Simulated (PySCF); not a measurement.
# Nb³⁺ (niobium, charge +3): PBE0 calculation

Configuration: [Kr] 4d2, high-spin 3F determinant. Calculation: PySCF 2.14, in aug-cc-pwCVDZ-PP with ECP28MDF (6s6p5d3f, 70 functions); a scalar-relativistic core potential.

```
Total energy                : -54.9240 hartree
One-electron energy         : -82.6048 hartree
Hartree (Coulomb) energy    : 33.6145 hartree
Exchange-correlation energy : -5.9337 hartree
⟨S²⟩                        : 2.0013
⟨L²⟩                        : 12.013
Sum of ⟨r⟩                  : 13.58 bohr
Sum of ⟨r²⟩                 : 21.12 bohr²
```

| shell | electrons | mean orbital energy (eV) | rms radius, mean of both spins (bohr) |
| --- | --- | --- | --- |
| 4s α | 1 | -93.661 | 1.23 |
| 4s β | 1 | -91.963 | 1.23 |
| 4p α | 3 | -68.035 | 1.37 |
| 4p β | 3 | -66.010 | 1.37 |
| 4d α | 2 | -33.232 | 1.85 |

Energies and moments cover only the electrons outside the core potential.
